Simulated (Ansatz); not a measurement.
Reaction (redistribution): `F[Si](S)(Cl)Cl` + `N[SiH]1SS1` → `S[SiH](Cl)Cl` + `N[Si]1(F)SS1`

Calculated with Ansatz (gas phase, PBE0-D4/def2-TZVP geometries, no zero-point term in ΔE). CCSD(T)/CBS adds triple-zeta CCSD(T) − MP2 to the extrapolated MP2 energy (def2 sets, frozen cores). This one scheme is used for every species. DFT in def2-TZVPP. B3LYP here is the variant with VWN-RPA as its local correlation; programs differ in this. One conformer a species, not always the lowest.

`F[Si](S)(Cl)Cl`:

```xyz
6

F     1.576   -0.072   -0.741
Si    0.028    0.015   -0.428
S    -0.450   -0.937    1.380
Cl   -0.973   -0.947   -1.897
Cl   -0.428    1.990   -0.424
H     0.248   -0.048    2.110
```

`N[SiH]1SS1`:

Cartesian coordinates in Å:
```
N 0.450 -0.039 1.117
Si -0.022 -0.213 -0.490
S -1.980 0.190 -1.122
S -0.322 1.441 -1.742
H 1.089 -0.677 1.557
H 0.122 0.694 1.722
H 0.662 -1.395 -1.042
```

`S[SiH](Cl)Cl`:

Z-matrix (Å, degrees):
```
Si
Cl 1 2.036
Cl 1 2.042 2 110.0
S 1 2.113 2 105.8 3 121.1
H 1 1.474 2 109.1 3 -116.8
H 4 1.346 1 92.9 2 -178.6
```

`N[Si]1(F)SS1`:

```xyz
7

N    -0.066    1.199    0.032
Si   -0.200   -0.468   -0.032
F    -1.751   -0.752   -0.170
S     1.128   -1.694   -1.060
S     0.945   -1.765    1.122
H     0.813    1.677    0.121
H    -0.868    1.804   -0.012
```

```csv
level,ΔE (eV)
B3LYP-D4,0.07
ωB97X-V,0.08
CAM-B3LYP,0.07
MP2/CBS(def2),0.09
```

Q: What does CCSD(T)/CBS give? (Best estimate.)

A: Computed: +0.08 eV. The listed levels differ from it by -0.01, 0.00, -0.01, 0.01 eV.

Largest T1 diagnostic among the species: 0.012.

Leaving LDA and LC-ωPBE aside and taking each functional with its dispersion term where it has one, the values, not all of them listed here, spread over 0.02 eV, from BHLYP-D4 to revPBE-D4. In def2-TZVPP, CCSD(T) changes the Hartree–Fock value by +0.03 eV (the triples alone add +0.01 eV) and MP2 by +0.05 eV.
